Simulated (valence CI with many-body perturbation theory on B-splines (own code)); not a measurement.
## Tl LXXVI: E2, E3, M1, M2 decay

Level of theory: valence CI with perturbative core correlation (CI+MBPT): four valence electrons over a frozen Dirac-Fock core [He], a basis of 11 s, 11 p, 9 d, 7 f, 5 g, 2 h, 1 i functions for each j, with the one-electron correlation potential Σ1, the two-electron term Σ2, the three-electron term Σ3, Breit, model QED; selected CI, second order for the rest (own B-spline code, finite nucleus).

The last digits are not significant, and no measured levels were compared; by estimate large intervals hold to a few tenths of a per cent, small ones and those within an open d or f shell to about a per cent. Among the levels kept, up to 310 cm⁻¹ of a level comes from second order outside the variational space, and about a tenth of that is noise between levels of different J, which matters for small intervals.

Lines 1 to 50 of 67 in falling wavelength, among levels below 16474 eV, chosen from the decays that carry over 1 % of a level's rate. Wavelengths and rates use the calculated energies. Electric multipoles are in the length gauge, E1 and E2 with the static RPA response of the core. Weak lines are less certain than strong ones. Lines between different terms over intervals too small for the method are left out, as are lines whose strength nearly cancels. The highest levels of a list are the least certain.

Levels are named by their leading jj configuration (3d3/2^4 stands for four electrons in 3d with j = 3/2), which in mixed levels can hold well under half, so a name can repeat and another be missing. Letters in brackets count levels of one name in rising energy.

```csv
λ vac (Å),Upper,Lower,Type,A (s⁻¹),Branch %
5.750,(2s^2 2p1/2 2p3/2) J=1,(2s^2 2p1/2^2) J=0,M1,6.01e+10,100.0
5.703,(2s^2 2p1/2 2p3/2) J=2,(2s^2 2p1/2^2) J=0,E2,4.72e+08,100.0
5.668,(2s^2 2p3/2^2) J=2,(2s^2 2p1/2 2p3/2) J=2,M1,4.67e+10,19.6
5.661,(2s^2 2p3/2 3d5/2) J=4,(2s^2 2p1/2 3d5/2) J=3,M1,4.02e+10,2.8
5.622,(2s^2 2p3/2^2) J=2,(2s^2 2p1/2 2p3/2) J=1,M1,4.64e+10,19.5
5.444,(2s^2 2p3/2^2) J=0,(2s^2 2p1/2 2p3/2) J=1,M1,1.00e+11,38.7
1.154,(2s 2p1/2^2 3p1/2) J=0,(2s 2p1/2^2 2p3/2) J=1,M1,1.49e+11,1.7
1.145,(2s^2 2p3/2 3p1/2) J=2,(2s^2 2p3/2^2) J=0,E2,9.69e+11,8.7
1.143,(2s^2 2p1/2 3p1/2) J=1,(2s^2 2p1/2 2p3/2) J=2,E2,2.54e+12,43.2
1.143,(2s^2 2p1/2 3p1/2) J=1,(2s^2 2p1/2 2p3/2) J=2,M1,1.26e+11,2.1
1.143,(2s 2p1/2^2 3p1/2) J=0,(2s 2p1/2^2 2p3/2) J=2,E2,5.04e+12,58.6
1.141,(2s^2 2p1/2 3p1/2) J=1,(2s^2 2p1/2 2p3/2) J=1,E2,2.54e+12,43.1
1.138,(2s^2 2p3/2 3p1/2) J=1,(2s^2 2p3/2^2) J=2,E2,2.57e+12,20.4
1.138,(2s^2 2p3/2 3p1/2) J=2,(2s^2 2p3/2^2) J=2,E2,3.55e+12,31.9
1.137,(2s^2 2p1/2 3p1/2) J=0,(2s^2 2p1/2 2p3/2) J=2,E2,5.02e+12,48.4
1.135,(2s^2 2p1/2 3p1/2) J=0,(2s^2 2p1/2 2p3/2) J=1,M1,1.46e+11,1.4
1.093,(2s^2 2p3/2 3d5/2) J=4,(2s 2p1/2 2p3/2^2) J=2 [b],E2,3.34e+10,2.4
1.090,(2s 2p1/2 2p3/2 3p3/2) J=4,(2s 2p1/2 2p3/2^2) J=2 [b],E2,1.69e+11,2.3
1.083,(2s^2 2p3/2 3d5/2) J=4,(2s 2p1/2 2p3/2^2) J=3,E2,2.52e+11,17.8
1.080,(2s 2p1/2 2p3/2 3p3/2) J=0 [b],(2s 2p1/2 2p3/2^2) J=2 [b],E2,2.85e+12,6.1
1.080,(2s 2p1/2 2p3/2 3p3/2) J=4,(2s 2p1/2 2p3/2^2) J=3,E2,1.39e+12,18.6
1.080,(2s 2p1/2 2p3/2 3p3/2) J=3 [a],(2s 2p1/2 2p3/2^2) J=2 [a],E2,1.61e+12,2.4
1.080,(2s^2 2p3/2 3p3/2) J=2,(2s^2 2p3/2^2) J=0,E2,1.03e+12,5.7
1.079,(2s 2p1/2 2p3/2 3p3/2) J=1 [d],(2s 2p1/2 2p3/2^2) J=2 [b],E2,1.62e+12,2.0
1.079,(2s^2 2p3/2 3d5/2) J=4,(2s 2p1/2 2p3/2^2) J=2 [a],E2,1.62e+10,1.1
1.078,(2s 2p1/2 2p3/2 3p3/2) J=1 [d],(2s 2p1/2 2p3/2^2) J=1 [a],E2,1.44e+12,1.8
1.078,(2s 2p1/2^2 3p3/2) J=2,(2s 2p1/2^2 2p3/2) J=2,E2,1.73e+12,2.1
1.077,(2s^2 2p1/2 3p3/2) J=2,(2s^2 2p1/2 2p3/2) J=2,E2,1.77e+12,17.8
1.077,(2s^2 2p1/2 3p3/2) J=1,(2s^2 2p1/2 2p3/2) J=2,E2,1.28e+12,16.8
1.076,(2s^2 2p3/2 3p3/2) J=3,(2s^2 2p3/2^2) J=2,E2,2.02e+12,12.3
1.076,(2s^2 2p3/2 3p3/2) J=1,(2s^2 2p3/2^2) J=2,E2,2.03e+12,10.7
1.076,(2s^2 2p1/2 3p3/2) J=2,(2s^2 2p1/2 2p3/2) J=1,E2,7.71e+11,7.8
1.076,(2s 2p1/2 2p3/2 3p3/2) J=4,(2s 2p1/2 2p3/2^2) J=2 [a],E2,8.92e+10,1.2
1.076,(2s^2 2p1/2 3p3/2) J=1,(2s^2 2p1/2 2p3/2) J=1,E2,1.28e+12,16.9
1.070,(2s^2 2p3/2 3p3/2) J=0,(2s^2 2p3/2^2) J=2,E2,5.18e+12,23.3
1.069,(2s 2p1/2 2p3/2 3p3/2) J=1 [d],(2s 2p1/2 2p3/2^2) J=3,E2,9.04e+11,1.1
1.066,(2s 2p1/2 2p3/2 3p3/2) J=0 [b],(2s 2p1/2 2p3/2^2) J=2 [a],E2,6.97e+11,1.5
1.058,(2s 2p1/2 2p3/2 3d5/2) J=5,(2s 2p1/2 2p3/2^2) J=3,M2,1.67e+11,52.9
1.058,(2s 2p1/2 2p3/2 3d5/2) J=5,(2s 2p1/2 2p3/2^2) J=3,E3,9.56e+09,3.0
1.054,(2s^2 2p3/2 3d5/2) J=4,(2s^2 2p3/2^2) J=2,M2,1.40e+11,9.9
0.9114,(2s 2p1/2 2p3/2 3p3/2) J=3 [a],(2s 2p1/2^2 2p3/2) J=2,E2,7.39e+11,1.1
0.9104,(2s^2 2p3/2 3d5/2) J=4,(2s 2p1/2^2 2p3/2) J=2,E2,6.57e+10,4.6
0.9083,(2s 2p1/2 2p3/2 3p3/2) J=4,(2s 2p1/2^2 2p3/2) J=2,E2,2.74e+12,36.9
0.9069,(2s 2p1/2 2p3/2 3p3/2) J=1 [d],(2s 2p1/2^2 2p3/2) J=1,E2,1.57e+12,1.9
0.9062,(2s^2 2p1/2 3p3/2) J=2,(2s^2 2p1/2^2) J=0,E2,2.56e+12,25.8
0.9062,(2s^2 2p1/2 3p3/2) J=1,(2s^2 2p1/2^2) J=0,M1,8.30e+10,1.1
0.9047,(2s^2 2p3/2 3p3/2) J=3,(2s^2 2p1/2 2p3/2) J=2,E2,1.31e+12,7.9
0.9046,(2s^2 2p3/2 3p3/2) J=1,(2s^2 2p1/2 2p3/2) J=2,E2,2.79e+12,14.7
0.9035,(2s^2 2p3/2 3p3/2) J=3,(2s^2 2p1/2 2p3/2) J=1,E2,1.92e+12,11.7
0.9034,(2s^2 2p3/2 3p3/2) J=1,(2s^2 2p1/2 2p3/2) J=1,E2,3.21e+11,1.7
```
